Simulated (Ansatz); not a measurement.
Reaction (substitution at a C–N bond): `C=CN(C)[SiH2]Cl` + `[NH2][GaH2]` → `C=C[NH][GaH2]` + `CN[SiH2]Cl`

Gas-phase electronic energies from Ansatz, PBE0-D4/def2-TZVP geometries. CBS: MP2 limit from def2 TZ/QZ plus the TZ coupled-cluster correction, frozen cores. Functionals use def2-TZVPP. For Ga outer-core shells are correlated without core-valence functions, which leaves a few kJ/mol of doubt a bond. Scalar relativity is left out up to krypton. Each species was taken in one conformer, which may not be the lowest.

```tsv
level	ΔE (kcal/mol)
r2SCANh-D4	1.5
MP2/def2-TZVPP	3.0
```

**Question.** What does CCSD(T)/CBS give? (An estimate is asked.)

**Answer.** Computed: +2.3 kcal/mol. The listed levels differ from it by -0.8, 0.7 kcal/mol.

Largest T1 diagnostic among the species: 0.014.

At CCSD(T), def2-SVP lies −0.9 kcal/mol from the extrapolated value and def2-TZVPP −0.2 kcal/mol. From BLYP to BHLYP (50 % exact exchange), in def2-TZVPP and without D4, ΔE moves by +1.0 kcal/mol. The D4 term adds +1.4 kcal/mol with B3LYP and +0.8 kcal/mol with PBE0; it sums over pairs of atoms, weighted by their polarisabilities, and B3LYP, whose exchange is more repulsive, gets the larger term.

B3LYP here is the variant with VWN-RPA as its local correlation; programs differ in this.
